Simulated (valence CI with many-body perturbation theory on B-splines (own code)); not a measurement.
Ir LXXI: electric-dipole lines

Method: valence CI with perturbative core correlation (CI+MBPT): five valence electrons over a frozen Dirac-Fock core [He], radial functions for each j: 11 s, 11 p, 10 d, 8 f, 5 g, 2 h, with the one-electron correlation potential Σ1 (screened to all orders), the two-electron term Σ2, the three-electron term Σ3, Breit, model QED; selected single and double excitations, second order for the rest, scaled by the run's own slope (own B-spline code, finite nucleus).

No measured spectrum was set against this ion. As an estimate, large intervals hold to a few tenths of a per cent, small ones and those within an open d or f shell to about a per cent. Among the levels kept, up to 7600 cm⁻¹ of a level comes from second order outside the variational space, and about a tenth of that is noise between levels of different J, which matters for small intervals.

Lines 151 to 200 of 600 in falling wavelength, among levels below 116260 × 10³ cm⁻¹, chosen from the strongest by gf and those to the six lowest levels. Wavelengths and rates use the calculated energies. Electric multipoles are in the length gauge with retardation, E1 and E2 with the static RPA response of the core. Weak lines are less certain than strong ones. Lines between different terms over intervals too small for the method are left out, as are lines whose strength nearly cancels. The highest levels of a list are the least certain.

Levels are named by their leading jj configuration (3d3/2^4 stands for four electrons in 3d with j = 3/2), which in mixed levels can hold well under half, so a name can repeat and another be missing. Letters in brackets count levels of one name in rising energy.

```tsv
λ vac (nm)	Upper	Lower	A (s⁻¹)	S (a.u.)
1.991	(2s 2p1/2 2p3/2^2 3d3/2) J=5/2 [b]	(2s 2p1/2 2p3/2^2 3p1/2) J=7/2	4.20e+11	9.82e-03
1.989	(2s^2 2p1/2 2p3/2 3d3/2) J=5/2 [b]	(2s^2 2p1/2 2p3/2 3p1/2) J=5/2	5.55e+11	1.29e-02
1.986	(2s 2p1/2^2 2p3/2 3p3/2) J=3/2 [a]	(2s 2p1/2^2 2p3/2 3s) J=5/2	4.70e+11	7.27e-03
1.982	(2s 2p1/2 2p3/2^2 3p3/2) J=5/2 [b]	(2s 2p1/2 2p3/2^2 3s) J=5/2 [b]	1.54e+12	3.56e-02
1.973	(2s 2p1/2 2p3/2^2 3p3/2) J=5/2 [e]	(2s 2p1/2 2p3/2^2 3s) J=3/2 [b]	6.32e+11	1.44e-02
1.967	(2s 2p1/2 2p3/2^2 3d3/2) J=5/2 [f]	(2s 2p1/2 2p3/2^2 3p1/2) J=5/2 [c]	3.07e+11	6.92e-03
1.967	(2s^2 2p1/2 2p3/2 3p3/2) J=5/2 [b]	(2s^2 2p1/2 2p3/2 3s) J=3/2 [b]	1.20e+12	2.69e-02
1.963	(2s 2p1/2^2 2p3/2 3p3/2) J=3/2 [b]	(2s 2p1/2^2 2p3/2 3s) J=1/2	1.31e+12	1.96e-02
1.947	(2s 2p1/2^2 2p3/2 3p3/2) J=1/2 [b]	(2s 2p1/2^2 2p3/2 3s) J=1/2	1.87e+12	1.36e-02
1.944	(2s^2 2p1/2 2p3/2 3p3/2) J=5/2 [b]	(2s^2 2p1/2 2p3/2 3s) J=5/2	1.26e+12	2.74e-02
1.943	(2s^2 2p1/2 2p3/2 3p3/2) J=3/2 [b]	(2s^2 2p1/2 2p3/2 3s) J=1/2	6.85e+11	9.92e-03
1.927	(2s 2p1/2^2 2p3/2 3p3/2) J=5/2 [a]	(2s 2p1/2^2 2p3/2 3s) J=5/2	1.32e+12	2.79e-02
1.925	(2s 2p1/2 2p3/2^2 3p3/2) J=3/2 [f]	(2s 2p1/2 2p3/2^2 3s) J=5/2 [c]	3.90e+11	5.49e-03
1.916	(2p1/2^2 2p3/2^2 3p3/2) J=3/2	(2p1/2^2 2p3/2^2 3s) J=3/2	1.73e+12	2.41e-02
1.915	(2s 2p1/2 2p3/2^2 3p3/2) J=1/2 [d]	(2s 2p1/2 2p3/2^2 3s) J=3/2 [d]	1.09e+12	7.56e-03
1.911	(2s 2p1/2 2p3/2^2 3p3/2) J=3/2 [b]	(2s 2p1/2 2p3/2^2 3s) J=3/2 [a]	4.00e+11	5.50e-03
1.910	(2s^2 2p1/2 2p3/2 3p3/2) J=3/2 [b]	(2s^2 2p1/2 2p3/2 3s) J=3/2 [a]	7.56e+11	1.04e-02
1.910	(2s 2p1/2 2p3/2^2 3p3/2) J=3/2 [f]	(2s 2p1/2 2p3/2^2 3s) J=3/2 [d]	5.37e+11	7.40e-03
1.905	(2s^2 2p3/2^2 3p3/2) J=3/2 [a]	(2s^2 2p3/2^2 3s) J=3/2	1.91e+12	2.61e-02
1.902	(2s 2p1/2 2p3/2^2 3p3/2) J=3/2 [f]	(2s 2p1/2 2p3/2^2 3s) J=3/2 [c]	1.02e+12	1.38e-02
1.893	(2s 2p1/2 2p3/2^2 3p3/2) J=5/2 [b]	(2s 2p1/2 2p3/2^2 3s) J=7/2	6.56e+11	1.32e-02
1.892	(2s^2 2p1/2 2p3/2 3p3/2) J=1/2 [b]	(2s^2 2p1/2 2p3/2 3s) J=3/2 [b]	2.26e+12	1.51e-02
1.886	(2s 2p1/2 2p3/2^2 3p3/2) J=1/2 [d]	(2s 2p1/2 2p3/2^2 3s) J=1/2 [b]	1.19e+12	7.91e-03
1.881	(2p1/2^2 2p3/2^2 3p3/2) J=3/2	(2p1/2^2 2p3/2^2 3s) J=5/2	4.63e+11	6.09e-03
1.872	(2s^2 2p3/2^2 3p3/2) J=3/2 [a]	(2s^2 2p3/2^2 3s) J=5/2	5.06e+11	6.55e-03
1.759	(2s 2p1/2 2p3/2^2 3p3/2) J=5/2 [e]	(2s 2p1/2 2p3/2^2 3s) J=5/2 [b]	3.17e+11	5.11e-03
0.6236	(2s 2p1/2 2p3/2^2 3d5/2) J=9/2 [a]	(2s^2 2p1/2 2p3/2 3d5/2) J=7/2 [a]	3.61e+12	4.32e-03
0.6229	(2s 2p1/2 2p3/2^2 3p3/2) J=7/2 [a]	(2s^2 2p1/2 2p3/2 3p3/2) J=5/2 [a]	3.81e+12	3.64e-03
0.6227	(2s 2p1/2 2p3/2^2 3d5/2) J=9/2 [b]	(2s^2 2p1/2 2p3/2 3d5/2) J=7/2 [b]	2.25e+12	2.68e-03
0.6226	(2s 2p1/2 2p3/2^2 3s) J=5/2 [a]	(2s^2 2p1/2 2p3/2 3s) J=3/2 [a]	4.35e+12	3.11e-03
0.6224	(2s 2p1/2 2p3/2^2 3p3/2) J=7/2 [b]	(2s^2 2p1/2 2p3/2 3p3/2) J=5/2 [b]	3.37e+12	3.21e-03
0.6205	(2s 2p1/2 2p3/2^2 3d3/2) J=5/2 [a]	(2s^2 2p1/2 2p3/2 3d3/2) J=3/2 [a]	2.80e+12	1.98e-03
0.6191	(2s 2p1/2 2p3/2^2 3p1/2) J=5/2 [a]	(2s^2 2p1/2 2p3/2 3p1/2) J=3/2 [a]	4.13e+12	2.90e-03
0.6181	(2s 2p1/2 2p3/2^2 3d3/2) J=7/2 [a]	(2s^2 2p1/2 2p3/2 3d3/2) J=5/2 [a]	3.26e+12	3.04e-03
0.6156	(2s 2p1/2 2p3/2^2 3d5/2) J=11/2	(2s^2 2p1/2 2p3/2 3d5/2) J=9/2	3.68e+12	5.09e-03
0.6150	(2s 2p1/2 2p3/2^2 3s) J=7/2	(2s^2 2p1/2 2p3/2 3s) J=5/2	4.30e+12	3.95e-03
0.6146	(2s 2p1/2 2p3/2^2 3d3/2) J=5/2 [b]	(2s^2 2p1/2 2p3/2 3d3/2) J=3/2 [b]	2.96e+12	2.04e-03
0.6143	(2s 2p1/2 2p3/2^2 3d3/2) J=7/2 [b]	(2s^2 2p1/2 2p3/2 3d3/2) J=5/2 [b]	3.09e+12	2.82e-03
0.6141	(2s 2p1/2 2p3/2^2 3p1/2) J=5/2 [b]	(2s^2 2p1/2 2p3/2 3p1/2) J=3/2 [b]	3.87e+12	2.65e-03
0.6136	(2s 2p1/2 2p3/2^2 3p3/2) J=9/2	(2s^2 2p1/2 2p3/2 3p3/2) J=7/2	3.77e+12	4.30e-03
0.6128	(2s 2p1/2 2p3/2^2 3d3/2) J=9/2	(2s^2 2p1/2 2p3/2 3d3/2) J=7/2	3.69e+12	4.19e-03
0.6127	(2s 2p1/2 2p3/2^2 3p1/2) J=7/2	(2s^2 2p1/2 2p3/2 3p1/2) J=5/2	4.14e+12	3.76e-03
0.6095	(2s 2p1/2 2p3/2^2 3d5/2) J=7/2 [b]	(2s^2 2p1/2 2p3/2 3d5/2) J=5/2 [b]	1.97e+12	1.76e-03
0.6073	(2s 2p1/2^2 2p3/2^2) J=5/2	(2s^2 2p1/2^2 2p3/2) J=3/2	4.30e+12	2.85e-03
0.6070	(2p1/2^2 2p3/2^2 3p3/2) J=5/2	(2s 2p1/2^2 2p3/2 3p3/2) J=3/2 [b]	7.45e+12	4.94e-03
0.6054	(2s 2p1/2 2p3/2^3) J=3/2 [a]	(2s^2 2p1/2 2p3/2^2) J=5/2	4.53e+11	1.99e-04
0.6025	(2p1/2^2 2p3/2^2 3s) J=5/2	(2s 2p1/2^2 2p3/2 3s) J=3/2 [b]	1.08e+13	7.01e-03
0.6015	(2p1/2^2 2p3/2^2 3p3/2) J=7/2	(2s 2p1/2^2 2p3/2 3p3/2) J=5/2 [b]	1.31e+13	1.12e-02
0.6014	(2p1/2^2 2p3/2^2 3p3/2) J=5/2	(2s 2p1/2^2 2p3/2 3p3/2) J=5/2 [b]	2.71e+12	1.75e-03
0.6000	(2p1/2^2 2p3/2^2 3p1/2) J=3/2	(2s 2p1/2^2 2p3/2 3p1/2) J=1/2	1.08e+13	4.60e-03
```
